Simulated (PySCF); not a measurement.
C₅H₁₂BNO.
Atom-mapped SMILES: `[H]/[N:8]=[CH:7]/[C@@H:6]1[O+:2]([BH3-:1])[CH2:3][CH2:4][CH2:5]1` (hydrogens: H9, H10, H11 on B1; H12, H13 on C3; H14, H15 on C4; H16, H17 on C5; H18 on C6; H19 on C7; H20 on N8)

The closed-shell ground state was solved at several levels (PySCF, density fitting, gas phase, non-relativistic). Isolated species at its PBE0-D3(BJ)/def2-SVP geometry (one conformer only).

| level | basis functions | HOMO (eV) | LUMO (eV) | gap (eV) | dipole (D) |
| --- | --- | --- | --- | --- | --- |
| B3LYP/def2-SVPD | 259 | -7.45 | -1.16 | 6.29 | 3.88 |
| PBE0/pcSseg-1 | 196 | -7.61 | -0.77 | 6.84 | 4.04 |

(1) Estimate the row for KT2/pcSseg-1, a basis of 196 functions; the other rows only guide the guess.

(2) Over all these levels, which gives the widest orbital gap and which the narrowest?

(3) How far do the dipole and the HOMO energy spread over the levels?

Results:

(1) HOMO -6.31 eV, LUMO -1.89 eV, gap 4.42 eV, dipole 4.04 D.

(2) PBE0/pcSseg-1 (global hybrid, 25 % exact exchange) has the widest, 6.84 eV, and KT2/pcSseg-1 (GGA) the narrowest, 4.42 eV. The two share the basis. From the narrowest to the widest the HOMO moves by -1.30 eV and the LUMO by +1.12 eV.

(3) The dipole runs from 3.88 to 4.04 D (mean 3.99 D) and the HOMO from -7.61 to -6.31 eV.
